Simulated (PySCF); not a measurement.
# Computed records: CH6BGeO

Calculation on a computer-drawn molecule: the log of a Hartree-Fock and frozen-core CCSD(T) single point meant for a local Hartree-Fock minimum, with one planted fault or none, to be diagnosed. Offsets are logged minus clean, where the clean run is the same molecule without the fault. The reference is restricted for singlets and unrestricted otherwise, and also for a bond in bohr or an excited solution. Adding or removing an electron swaps singlet and doublet. The excited solution moves the top pair (singlet) or top alpha electron (doublet) to the lowest empty orbital. Highest occupied and lowest empty are orbital energies over both spins, largest force is the largest gradient component, triples share is (T) over the correlation energy, the T1 limit is 0.02 restricted and 0.045 unrestricted, electrons count all cores, a negative frequency is imaginary (commonest isotopes), and the dipole is about the centre of nuclear charge; on germanium a core potential holds 10 electrons, which the energies leave out, and 3d is frozen in MP2 and coupled-cluster steps. Program: PySCF 2.14.0.

Common to all runs: meant charge 0; meant multiplicity 2; meant basis cc-pVDZ; meant basis and core potential on germanium cc-pVDZ-PP ECP10MDF; logged electrons 57; logged basis functions 95; logged SCF converged yes; logged CC converged yes; logged SCF stable within its kind yes; possible faults no fault, one electron removed, one electron added, multiplicity raised by two, geometry at a saddle point, SCF held on an excited solution, minimal basis STO-3G, one bond length entered in bohr, all coordinates scaled.

(1) 
```xyz
10
formula=CH6BGeO logged_spin_squared=1.3452 logged_highest_occupied=-8.7154 logged_lowest_empty=0.97782 logged_largest_force=0.027545 logged_T1_diagnostic=0.057465 logged_D1_diagnostic=0.26816 logged_triples_share=0.032229 logged_dipole_magnitude=2.989 logged_energy_HF=-434.19963 logged_energy_CCSD(T)=-434.76044 planted_fault=one_bond_length_entered_in_bohr,row_4_of_the_drawn_bonds HF_energy_offset_from_clean_run=74.06 CCSD(T)_energy_offset_from_clean_run=71.27
B      0.2150     0.7758    -3.2408
O     -0.2328     1.6362    -2.3157
Ge    -1.2584     1.3032    -0.8605
C     -1.6192     3.0697    -0.1015
H     -0.2653    -1.4580    -3.1117
H      0.8802     1.1994    -4.1520
H     -2.5293     0.5856    -1.3607
H     -2.0784     3.6965    -0.8690
H     -2.2976     2.9841     0.7487
H     -0.6889     3.5341     0.2258
```

Units: logged_highest_occupied, logged_lowest_empty in eV; logged_largest_force in hartree/bohr; logged_dipole_magnitude in debye; logged_energy_HF, logged_energy_CCSD(T) in hartree; HF_energy_offset_from_clean_run, CCSD(T)_energy_offset_from_clean_run in kcal/mol.

Drawn bonds:
```tsv
atom	other atom	order
1	2	1
2	3	1
3	4	1
1	5	1
1	6	1
3	7	1
4	8	1
4	9	1
4	10	1
```

Notes: T1 above single-reference limit.

(2) 
```xyz
10
formula=CH6BGeO logged_spin_squared=0.7539 logged_highest_occupied=-9.0036 logged_lowest_empty=1.1182 logged_largest_force=1.656e-05 logged_lowest_frequency=36.009 logged_T1_diagnostic=0.015341 logged_D1_diagnostic=0.055584 logged_triples_share=0.026357 logged_dipole_magnitude=2.4237 logged_energy_HF=-434.31765 logged_energy_CCSD(T)=-434.87403 planted_fault=no_fault HF_energy_offset_from_clean_run=0 CCSD(T)_energy_offset_from_clean_run=0
B      0.2150     0.7758    -3.2408
O     -0.2328     1.6362    -2.3157
Ge    -1.2584     1.3032    -0.8605
C     -1.6192     3.0697    -0.1015
H     -0.0392    -0.4063    -3.1725
H      0.8802     1.1994    -4.1520
H     -2.5293     0.5856    -1.3607
H     -2.0784     3.6965    -0.8690
H     -2.2976     2.9841     0.7487
H     -0.6889     3.5341     0.2258
```

Units: logged_highest_occupied, logged_lowest_empty in eV; logged_largest_force in hartree/bohr; logged_lowest_frequency in cm⁻¹; logged_dipole_magnitude in debye; logged_energy_HF, logged_energy_CCSD(T) in hartree; HF_energy_offset_from_clean_run, CCSD(T)_energy_offset_from_clean_run in kcal/mol.

Drawn bonds:
```tsv
atom	other atom	order
1	2	1
2	3	1
3	4	1
1	5	1
1	6	1
3	7	1
4	8	1
4	9	1
4	10	1
```
